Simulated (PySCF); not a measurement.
An unknown is described by computed data only.

Formula: C9H10F2.

| Item | Value |
| --- | --- |
| UV, first state | lowest singlet excitation: 5.44 eV (228 nm, f = 0.001) [TDDFT PBE0/def2-SVPD] |
| 1H NMR | chemical shifts (computed TMS as zero) by class: 7.63 (2 H), 7.54 (2 H), 7.51 (1 H), 1.57 (2 H), 1.28 (3 H) ppm [GIAO PBE0/pcSseg-1] |
| Triplet | lowest triplet excitation (Tamm–Dancoff): 4.05 eV [TDA PBE0/def2-SVPD] |
| UV, strongest line | among the 10 lowest singlet transitions: S4 at 6.99 eV (177 nm, f = 0.748) [TDDFT PBE0/def2-SVPD] |
| Couplings | largest of the computed one-bond spin–spin couplings (means over like bonds): 19F–13C -297.6 (×2), 13C–1H +168.7 (×2), 13C–1H +167.7 (×2), 13C–1H +167.5, 13C–1H +134.7 (×3), 13C–1H +133.5 (×2) Hz [B3LYP/pcJ-1, spin–dipole term left out for some pairs] |
| Rotational structure | rotational constants A, B, C: 2.421, 0.694, 0.637 GHz [PBE0-D3(BJ)/def2-SVP] |
| 13C NMR | chemical shifts (computed TMS as zero) by class: 146.2 (1 C), 134.8 (1 C), 133.7 (2 C), 130.6 (2 C), 124.5 (1 C), 38.9 (1 C), 7.8 (1 C) ppm [GIAO PBE0/pcSseg-1] |
| Dipole | 2.31 D [PBE0/def2-SVPD] |
| Polarisability | 105.0 au [PBE0/def2-SVPD] |

Gas-phase values; electronic properties from PySCF, density fitting. Levels stand in brackets. NMR shifts are as computed; neighbouring signals can stand in another order in a measured spectrum. One conformer (not necessarily the lowest) at the PBE0-D3(BJ)/def2-SVP geometry, without solvent, vibrations or thermal averaging. NMR classes are plain means over equivalent atoms (diastereotopic ones count apart unless rotation or inversion swaps them), as if these changed places fast.

**Question.** Propose a structure and show how it fits.

**Answer.** Numbering: `[CH3:1][CH2:2][C:3]([F:4])([F:5])[c:6]1[cH:7][cH:8][cH:9][cH:10][cH:11]1`. Its formula, C9H10F2, gives 4 degrees of unsaturation: 1 ring and 3 π bonds in the structure found (Kekulé form). 9 carbons fall into 7 classes; from least to most shielded: substituted aromatic carbon [C6] (146.2 ppm), aromatic CH carbon [C9] (134.8 ppm), aromatic CH carbon [C8/C10] (133.7 ppm, 2 C), aromatic CH carbon [C7/C11] (130.6 ppm, 2 C), CF2 carbon [C3] (124.5 ppm), chain CH2 carbon [C2] (38.9 ppm), methyl carbon [C1] (7.8 ppm). Hydrogen classes from least to most shielded: 2 H on the ortho carbons, C7/C11 (7.63 ppm), 2 H on the meta carbons, C8/C10 (7.54 ppm), 1 H on the para carbon, C9 (7.51 ppm), 2 H on a chain CH2 carbon, C2 (1.57 ppm), 3 H on a methyl carbon, C1 (1.28 ppm, a mean of values up to 0.5 ppm apart in this geometry). The couplings run between: -297.6 Hz, fluorine of a CF2 group [F4] and CF2 carbon [C3] (with 1 like pair); +168.7 Hz, aromatic CH carbon [C7] and its hydrogen (with 1 like pair); +167.7 Hz, aromatic CH carbon [C8] and its hydrogen (with 1 like pair); +167.5 Hz, aromatic CH carbon [C9] and its hydrogen; +134.7 Hz, methyl carbon [C1] and its hydrogen (with 2 like pairs); +133.5 Hz, chain CH2 carbon [C2] and its hydrogen (with 1 like pair). By its constants the optimised geometry is an asymmetric top. Structure: PhCF2CH2CH3 (`CCC(F)(F)c1ccccc1`). Computed isomers that give other values at the same levels: `CC(F)(F)Cc1ccccc1` (smallest rotational constant: 0.595 GHz; this holds for the one conformer computed); `C#C[C@@H]1C[C@H]2C[C@H]([C@@H]2F)[C@@H]1F` (rotational constant A: 2.262 GHz; this holds for the one conformer computed); `C[C@@H]1C[C@@]12C(F)=CC=C2CF` (rotational constant A: 1.577 GHz; this holds for the one conformer computed). The assignments are read from this structure; whether some other isomer fits the data as well wasn't checked.

Shape of the structure used: `[CH3:1][CH2:2][C:3]([F:4])([F:5])[c:6]1[cH:7][cH:8][cH:9][cH:10][cH:11]1`: C1–C2–C3–F4 58°, C2–C3–C6–C7 92°.

One-bond C–F couplings are unscaled; at this level they come out some 30 % too large in size.
